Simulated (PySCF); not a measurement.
PySCF job for CH₅FN₂Si₂, SMILES N1=C[Si@@H](F)N[SiH2]1, TDA-ωB97X/def2-SVPD. Coordinates come from a r2SCAN-D4/def2-SVP optimisation. The structure was generated by enumeration; whether it is a known compound was not checked.

```python
import numpy as np
from pyscf import gto, scf, dft, tdscf

mol = gto.M(
    atom='''
    F    -2.02528509    1.21164129   -0.31659005
    Si   -1.02283713   -0.04168821   -0.60914437
    C    -0.56583966   -0.93300659    1.02022733
    N     0.66446803   -0.89176542    1.38468542
    Si    1.72786776   -0.02611600    0.25726594
    N     0.58642028    0.43996715   -0.98802953
    H    -1.71252593   -0.82504016   -1.66785030
    H    -1.29486732   -1.45638295    1.67476347
    H     2.36877416    1.11976503    0.96152601
    H     2.79073847   -0.94423043   -0.24065635
    H     0.84383713    0.91100329   -1.85012943
    ''',
    basis='def2-SVPD',
    charge=0,
    spin=0,
    max_memory=1600,
    verbose=4,
)
mf = dft.RKS(mol, xc='wb97x').density_fit(auxbasis='def2-universal-jkfit')
mf.grids.level = 3
mf.conv_tol = 1e-9
mf.max_cycle = 100
mf.kernel()
mf.grids = dft.Grids(mol).set(level=1).build(with_non0tab=True)  # coarser grid for the response kernel
td = tdscf.TDA(mf)
td.singlet = True
td.nstates = 10
td.conv_tol = 1e-4
td.positive_eig_threshold = 1e-6
td.kernel(x0=td.get_init_guess(mf, 15))
td.analyze()
tt = tdscf.TDA(mf)
tt.singlet = False
tt.nstates = 4
tt.conv_tol = 1e-4
tt.positive_eig_threshold = 1e-6
tt.kernel(x0=tt.get_init_guess(mf, 9))
tt.analyze(verbose=3)
```

Output:

```
PySCF version 2.14.0

[INPUT] verbose = 4
[INPUT] num. atoms = 11
[INPUT] num. electrons = 62
[INPUT] charge = 0
[INPUT] spin (= nelec alpha-beta = 2S) = 0
[INPUT] symmetry False subgroup None
[INPUT] Mole.unit = angstrom
[INPUT] Symbol           X                Y                Z      unit          X                Y                Z       unit  Magmom
[INPUT]  1 F     -2.025285090000   1.211641290000  -0.316590050000 AA   -3.827234144265   2.289670199315  -0.598268488262 Bohr   0.0
[INPUT]  2 Si    -1.022837130000  -0.041688210000  -0.609144370000 AA   -1.932882045736  -0.078779299523  -1.151116029621 Bohr   0.0
[INPUT]  3 C     -0.565839660000  -0.933006590000   1.020227330000 AA   -1.069281987817  -1.763126927514   1.927950238496 Bohr   0.0
[INPUT]  4 N      0.664468030000  -0.891765420000   1.384685420000 AA    1.255662595229  -1.685192411158   2.616676212478 Bohr   0.0
[INPUT]  5 Si     1.727867760000  -0.026116000000   0.257265940000 AA    3.265196845866  -0.049352087469   0.486162167779 Bohr   0.0
[INPUT]  6 N      0.586420280000   0.439967150000  -0.988029530000 AA    1.108173723091   0.831417417305  -1.867105214683 Bohr   0.0
[INPUT]  7 H     -1.712525930000  -0.825040160000  -1.667850300000 AA   -3.236204988916  -1.559099944167  -3.151780283774 Bohr   0.0
[INPUT]  8 H     -1.294867320000  -1.456382950000   1.674763470000 AA   -2.446944602450  -2.752164907986   3.164844281726 Bohr   0.0
[INPUT]  9 H      2.368774160000   1.119765030000   0.961526010000 AA    4.476334413347   2.116049230565   1.817020820546 Bohr   0.0
[INPUT] 10 H      2.790738470000  -0.944230430000  -0.240656350000 AA    5.273731393588  -1.784336911180  -0.454774591637 Bohr   0.0
[INPUT] 11 H      0.843837130000   0.911003290000  -1.850129430000 AA    1.594621069439   1.721546716678  -3.496237917698 Bohr   0.0

nuclear repulsion = 368.662680525422
number of shells = 73
number of NR pGTOs = 257
number of NR cGTOs = 171
basis = def2-SVPD
ecp = {}


[settings echo left out]
init E= -829.656958311749
  HOMO = -0.259403045732942  LUMO = -0.0822637858036512  gap/eV = 4.82020
cycle= 1 E= -829.026663664313  delta_E= 0.63  |g|= 0.686  |ddm|= 4.58
  HOMO = -0.304249005525713  LUMO = 0.0162918062194382  gap/eV = 8.72236
cycle= 2 E= -829.025595655388  delta_E= 0.00107  |g|= 0.77  |ddm|= 1.77
  HOMO = -0.354067492257341  LUMO = 0.015667131933744  gap/eV = 10.06099
cycle= 3 E= -829.131414855852  delta_E= -0.106  |g|= 0.0608  |ddm|= 0.883
  HOMO = -0.347538910058467  LUMO = 0.0218466005015014  gap/eV = 10.05149
cycle= 4 E= -829.132289657811  delta_E= -0.000875  |g|= 0.0382  |ddm|= 0.152
  HOMO = -0.3500991638689  LUMO = 0.02233047698099  gap/eV = 10.13433
cycle= 5 E= -829.132618823855  delta_E= -0.000329  |g|= 0.00959  |ddm|= 0.0716
  HOMO = -0.349661677232286  LUMO = 0.022586846588557  gap/eV = 10.12940
cycle= 6 E= -829.132648698605  delta_E= -2.99e-05  |g|= 0.00271  |ddm|= 0.0315
  HOMO = -0.350076918700658  LUMO = 0.0223569704750735  gap/eV = 10.13444
cycle= 7 E= -829.132651573022  delta_E= -2.87e-06  |g|= 0.00119  |ddm|= 0.00853
  HOMO = -0.349994944746033  LUMO = 0.0224350876475592  gap/eV = 10.13434
cycle= 8 E= -829.13265228545  delta_E= -7.12e-07  |g|= 0.000548  |ddm|= 0.00522
  HOMO = -0.350040981054057  LUMO = 0.0224397045825162  gap/eV = 10.13572
cycle= 9 E= -829.132652449017  delta_E= -1.64e-07  |g|= 0.00016  |ddm|= 0.00203
  HOMO = -0.350064336400939  LUMO = 0.0224232567145846  gap/eV = 10.13590
cycle= 10 E= -829.132652476515  delta_E= -2.75e-08  |g|= 6.5e-05  |ddm|= 0.000664
  HOMO = -0.350054066844024  LUMO = 0.0224349566782807  gap/eV = 10.13594
cycle= 11 E= -829.132652483155  delta_E= -6.64e-09  |g|= 3.32e-05  |ddm|= 0.000301
  HOMO = -0.350056987168191  LUMO = 0.0224305093042165  gap/eV = 10.13590
cycle= 12 E= -829.132652485029  delta_E= -1.87e-09  |g|= 1.81e-05  |ddm|= 0.000188
  HOMO = -0.350057433376095  LUMO = 0.0224310569320947  gap/eV = 10.13593
cycle= 13 E= -829.132652485473  delta_E= -4.44e-10  |g|= 8.88e-06  |ddm|= 0.000106
  HOMO = -0.350056097059209  LUMO = 0.022431487317915  gap/eV = 10.13590
Extra cycle  E= -829.132652485499  delta_E= -2.5e-11  |g|= 8.88e-06  |ddm|= 2.97e-05
converged SCF energy = -829.132652485499
tot grids = 45904
Overwritten attributes  positive_eig_threshold  of <class 'pyscf.tdscf.rks.TDA'>


******** <class 'pyscf.tdscf.rks.TDA'> for <class 'pyscf.df.df_jk.DFRKS'> ********
nstates = 10 singlet
deg_eia_thresh = 1.000e-03
wfnsym = None
conv_tol = 0.0001
eigh lindep = 1e-12
eigh level_shift = 0
eigh max_cycle = 100


Excitation energies (eV)
[3.67841331 6.41563305 7.02351964 7.19173691 7.37821073 7.67607073
 7.80426778 7.84449429 8.03155657 8.2241617 ]

** Singlet excitation energies and oscillator strengths **
Excited State   1:      3.67841 eV    337.06 nm  f=0.0005
      31 -> 32       -0.69039
Excited State   2:      6.41563 eV    193.25 nm  f=0.0275
      29 -> 32       -0.10370
      30 -> 32        0.68851
Excited State   3:      7.02352 eV    176.53 nm  f=0.0135
      31 -> 33        0.38358
      31 -> 34       -0.49384
      31 -> 35        0.12465
      31 -> 37        0.20617
Excited State   4:      7.19174 eV    172.40 nm  f=0.0092
      30 -> 33       -0.19638
      31 -> 33       -0.46501
      31 -> 34       -0.42025
      31 -> 37       -0.11868
      31 -> 40        0.10356
Excited State   5:      7.37821 eV    168.04 nm  f=0.0194
      30 -> 33        0.61465
      30 -> 34        0.18340
      31 -> 33       -0.13937
      31 -> 34       -0.10196
Excited State   6:      7.67607 eV    161.52 nm  f=0.0864
      29 -> 32       -0.33003
      31 -> 34        0.13495
      31 -> 35        0.54723
      31 -> 37       -0.10495
Excited State   7:      7.80427 eV    158.87 nm  f=0.1845
      28 -> 32        0.10567
      29 -> 32        0.48636
      30 -> 34       -0.22581
      30 -> 35        0.10593
      31 -> 33        0.12186
      31 -> 35        0.29911
Excited State   8:      7.84449 eV    158.05 nm  f=0.0211
      29 -> 32       -0.16083
      30 -> 33        0.19181
      30 -> 34       -0.53972
      30 -> 35        0.15101
      30 -> 36       -0.12238
      30 -> 40        0.13654
      31 -> 35       -0.16672
Excited State   9:      8.03156 eV    154.37 nm  f=0.0467
      25 -> 32       -0.22897
      26 -> 32        0.14523
      27 -> 32        0.14270
      28 -> 32       -0.29767
      29 -> 32        0.15671
      31 -> 36        0.21585
      31 -> 37        0.31963
      31 -> 38       -0.22606
      31 -> 41       -0.15370
Excited State  10:      8.22416 eV    150.76 nm  f=0.0039
      24 -> 32       -0.24863
      25 -> 32       -0.16422
      26 -> 32       -0.16328
      27 -> 32       -0.52135
      28 -> 32       -0.18612
      30 -> 34        0.12866

** Transition electric dipole moments (AU) **
state          X           Y           Z        Dip. S.      Osc.
  1        -0.0417      0.0037     -0.0571      0.0050      0.0005
  2         0.4087      0.0487     -0.0745      0.1749      0.0275
  3        -0.0617     -0.1324      0.2389      0.0784      0.0135
  4         0.1020      0.0723      0.1913      0.0522      0.0092
  5         0.0653     -0.3210     -0.0135      0.1075      0.0194
  6        -0.5742     -0.2467      0.2624      0.4595      0.0864
  7         0.8734      0.0499      0.4467      0.9649      0.1845
  8        -0.2913      0.1158     -0.1062      0.1095      0.0211
  9         0.2427      0.1771     -0.3831      0.2371      0.0467
 10         0.0581     -0.1235     -0.0223      0.0191      0.0039

** Transition velocity dipole moments (imaginary part, AU) **
state          X           Y           Z        Dip. S.      Osc.
  1        -0.0011      0.0046      0.0038      0.0000      0.0002
  2         0.0755     -0.0177      0.0074      0.0061      0.0171
  3         0.0179     -0.0251      0.0637      0.0050      0.0129
  4         0.0103      0.0041      0.0673      0.0047      0.0117
  5         0.0033     -0.0830     -0.0095      0.0070      0.0172
  6        -0.0645     -0.0599      0.1010      0.0180      0.0424
  7         0.0803     -0.0057      0.0609      0.0102      0.0237
  8        -0.0221      0.0384     -0.0124      0.0021      0.0049
  9         0.0133      0.0694     -0.0668      0.0095      0.0214
 10         0.0040     -0.0120     -0.0036      0.0002      0.0004

** Transition magnetic dipole moments (imaginary part, AU) **
state          X           Y           Z
  1         0.9609      0.1527      0.0587
  2         0.2310      0.0693     -0.1017
  3        -0.0895      0.3986      0.2684
  4        -0.5168      0.0362      0.0185
  5         1.0135     -0.1499     -0.2202
  6        -0.2126      0.1410      0.2537
  7         0.5116     -1.4647     -1.0624
  8         0.0620      0.8056     -0.1753
  9        -0.5877     -0.4885     -0.0087
 10         0.0218     -0.4631      0.8879


******** <class 'pyscf.tdscf.rks.TDA'> for <class 'pyscf.df.df_jk.DFRKS'> ********
nstates = 4 triplet
deg_eia_thresh = 1.000e-03
wfnsym = None
conv_tol = 0.0001
eigh lindep = 1e-12
eigh level_shift = 0
eigh max_cycle = 100


Excitation energies (eV)
[2.97359739 4.70825801 6.207042   6.88623967]

** Triplet excitation energies and oscillator strengths **
Excited State   1:      2.97360 eV    416.95 nm  f=0.0000
Excited State   2:      4.70826 eV    263.33 nm  f=0.0000
Excited State   3:      6.20704 eV    199.75 nm  f=0.0000
Excited State   4:      6.88624 eV    180.05 nm  f=0.0000
```

Self-consistency was reached.
